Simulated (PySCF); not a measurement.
```xyz
4
charge 0 multiplicity 1, angstrom
I     0.1654    0.0012   -0.3576
S    -1.6167   -0.0387    0.9981
O     1.8002    0.1262    0.7627
H     1.9411   -0.7492    1.1462
```

All numbers come from PBE0/[I def2-TZVP with ECP28, S def2-TZVP, O def2-TZVP, H def2-TZVP], scalar-relativistic core potentials, density fitting, no spin–orbit coupling, PySCF.

This geometry of IS(OH) is a stationary point at this level.

(1) What is the point group?

(2) Is it a minimum?

(3) List the harmonic modes with their infrared intensities.

(4) What is the atomisation energy, with and without zero-point energy?

Answers

(1) C1.

(2) Yes: all harmonic wavenumbers are real.

(3) 
```csv
symmetry,ω (cm⁻¹),IR (km/mol)
a,163,1.0
a,303,95.5
a,460,23.6
a,551,97.7
a,1036,54.8
a,3813,106
```

(4) 801 kJ/mol without, 763 kJ/mol with.

This need not be the most stable arrangement of these atoms.
